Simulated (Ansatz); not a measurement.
Geometry optimisation of `[SiH3][GeH]1[CH2][O]1`.

```yaml
crystal:
  periodic: [false, false, false]
  atoms:
    - {symbol: Si, position_ang: [-1.288433, 0.962830, -0.896984]}
    - {symbol: Ge, position_ang: [-0.282995, -0.691376, 0.476021]}
    - {symbol: C, position_ang: [1.603534, -0.506588, 0.923955]}
    - {symbol: O, position_ang: [1.401205, -0.995264, -0.371398]}
    - {symbol: H, position_ang: [-1.511482, 0.426193, -2.284676]}
    - {symbol: H, position_ang: [-2.604932, 1.408309, -0.317172]}
    - {symbol: H, position_ang: [-0.332080, 2.122408, -0.939826]}
    - {symbol: H, position_ang: [-0.932030, -2.079104, 0.718169]}
    - {symbol: H, position_ang: [2.018094, 0.521708, 1.020716]}
    - {symbol: H, position_ang: [2.012117, -1.220316, 1.673994]}
basis:
  gaussian: {orbitals: def2-TZVP}
hamiltonian: {xc: pbe0, dispersion: d4}
relax: {f_tol: 0.005, max_steps: 150}
```

```sh
$ ansatz run in.yaml --threads 4 --pin off --events-out ev --progress --plain --max-ram 10444MiB
```

Output, abridged:

```
Functional definition: PBE0
mean field -67563.91930527 eV, -2482.9282379994 hartree, gradient 2.4e-5 eV, S^2 0.000000; 0 other end points of the search recorded, 0 dependent functions left out
relax step   1: F+E_penalty+E_count = -67564.09207833 eV  Δ(F+E_penalty+E_count) = +0.000e0 eV  max|allowed force component| = 7.100e-1 eV/Å  Δτ_max = 0.0000 Å  (29 SCF iters, accepted)
mean field -67563.96302744 eV, -2482.9298447593 hartree, gradient 8.8e-6 eV, S^2 0.000000; 0 other end points of the search recorded, 0 dependent functions left out
relax step   2: F+E_penalty+E_count = -67564.13606158 eV  Δ(F+E_penalty+E_count) = -4.398e-2 eV  max|allowed force component| = 5.220e-1 eV/Å  Δτ_max = 0.0250 Å  (33 SCF iters, accepted)
mean field -67563.97574516 eV, -2482.9303121269 hartree, gradient 8.1e-6 eV, S^2 0.000000; 0 other end points of the search recorded, 0 dependent functions left out
relax step   3: F+E_penalty+E_count = -67564.14894372 eV  Δ(F+E_penalty+E_count) = -1.288e-2 eV  max|allowed force component| = 2.346e-1 eV/Å  Δτ_max = 0.0304 Å  (32 SCF iters, accepted)
mean field -67563.96604459 eV, -2482.9299556377 hartree, gradient 1.9e-5 eV, S^2 0.000000; 0 other end points of the search recorded, 0 dependent functions left out
relax step   4: F+E_penalty+E_count = -67564.13894945 eV  Δ(F+E_penalty+E_count) = +9.994e-3 eV  max|allowed force component| = 8.108e-1 eV/Å  Δτ_max = 0.1028 Å  (31 SCF iters, rejected (line search))
mean field -67563.98291746 eV, -2482.9305757042 hartree, gradient 8.3e-6 eV, S^2 0.000000; 0 other end points of the search recorded, 0 dependent functions left out
relax step   5: F+E_penalty+E_count = -67564.15556152 eV  Δ(F+E_penalty+E_count) = -6.618e-3 eV  max|allowed force component| = 5.233e-2 eV/Å  Δτ_max = 0.0496 Å  (32 SCF iters, accepted)
mean field -67563.98407701 eV, -2482.9306183168 hartree, gradient 7.9e-6 eV, S^2 0.000000; 0 other end points of the search recorded, 0 dependent functions left out
relax step   6: F+E_penalty+E_count = -67564.15635435 eV  Δ(F+E_penalty+E_count) = -7.928e-4 eV  max|allowed force component| = 1.310e-1 eV/Å  Δτ_max = 0.0489 Å  (31 SCF iters, accepted)
mean field -67563.98535538 eV, -2482.9306652961 hartree, gradient 8.0e-6 eV, S^2 0.000000; 0 other end points of the search recorded, 0 dependent functions left out
relax step   7: F+E_penalty+E_count = -67564.15748033 eV  Δ(F+E_penalty+E_count) = -1.126e-3 eV  max|allowed force component| = 3.403e-2 eV/Å  Δτ_max = 0.0307 Å  (33 SCF iters, accepted)
mean field -67563.98544317 eV, -2482.9306685222 hartree, gradient 8.0e-6 eV, S^2 0.000000; 0 other end points of the search recorded, 0 dependent functions left out
relax step   8: F+E_penalty+E_count = -67564.15759664 eV  Δ(F+E_penalty+E_count) = -1.163e-4 eV  max|allowed force component| = 2.408e-2 eV/Å  Δτ_max = 0.0201 Å  (33 SCF iters, accepted)
mean field -67563.98558175 eV, -2482.9306736151 hartree, gradient 8.0e-6 eV, S^2 0.000000; 0 other end points of the search recorded, 0 dependent functions left out
relax step   9: F+E_penalty+E_count = -67564.15769134 eV  Δ(F+E_penalty+E_count) = -9.470e-5 eV  max|allowed force component| = 1.338e-2 eV/Å  Δτ_max = 0.0076 Å  (35 SCF iters, accepted)
mean field -67563.98557610 eV, -2482.9306734074 hartree, gradient 8.0e-6 eV, S^2 0.000000; 0 other end points of the search recorded, 0 dependent functions left out
relax step  10: F+E_penalty+E_count = -67564.15772864 eV  Δ(F+E_penalty+E_count) = -3.730e-5 eV  max|allowed force component| = 1.334e-2 eV/Å  Δτ_max = 0.0125 Å  (33 SCF iters, accepted)
mean field -67563.98561825 eV, -2482.9306749562 hartree, gradient 8.0e-6 eV, S^2 0.000000; 0 other end points of the search recorded, 0 dependent functions left out
relax step  11: F+E_penalty+E_count = -67564.15775446 eV  Δ(F+E_penalty+E_count) = -2.582e-5 eV  max|allowed force component| = 6.747e-3 eV/Å  Δτ_max = 0.0093 Å  (33 SCF iters, accepted)
mean field -67563.98561963 eV, -2482.9306750073 hartree, gradient 7.9e-6 eV, S^2 0.000000; 0 other end points of the search recorded, 0 dependent functions left out
relax step  12: F+E_penalty+E_count = -67564.15776092 eV  Δ(F+E_penalty+E_count) = -6.459e-6 eV  max|allowed force component| = 4.610e-3 eV/Å  Δτ_max = 0.0067 Å  (33 SCF iters, accepted)
mean field -67563.98561963 eV, -2482.9306750073 hartree, gradient 5.7e-5 eV, S^2 0.000000; 1 other end points of the search recorded, 0 dependent functions left out
Total energy: -67564.15779596 eV, -2482.9370023707 hartree
Atom 0 at    -1.284415     0.966200    -0.915153 Å, force     0.000269     0.000044     0.000855 eV/Å
Atom 1 at    -0.216451    -0.724435     0.343395 Å, force    -0.004610    -0.000094    -0.000280 eV/Å
Atom 2 at     1.573881    -0.495165     0.975921 Å, force     0.004155     0.000555     0.002981 eV/Å
Atom 3 at     1.477979    -1.034845    -0.325472 Å, force     0.001897    -0.000324    -0.001057 eV/Å
Atom 4 at    -1.651403     0.458723    -2.261597 Å, force     0.000377     0.000401     0.001631 eV/Å
Atom 5 at    -2.514096     1.407048    -0.206840 Å, force     0.001365     0.000575    -0.001677 eV/Å
Atom 6 at    -0.334886     2.099853    -1.035302 Å, force    -0.001529    -0.000370    -0.000050 eV/Å
Atom 7 at    -0.909018    -2.057904     0.650324 Å, force     0.000411    -0.000517    -0.000083 eV/Å
Atom 8 at     1.994420     0.509105     1.038675 Å, force    -0.001194     0.000692    -0.001891 eV/Å
Atom 9 at     1.946987    -1.179779     1.738848 Å, force    -0.001141    -0.000962    -0.000428 eV/Å
Dipole moment:    -0.357372     0.198980     0.218722 e Å
```

Hardware: 4 threads of an Arm Neoverse V2 on a shared host. Wall time 33 s, peak host memory 0.49 GiB.
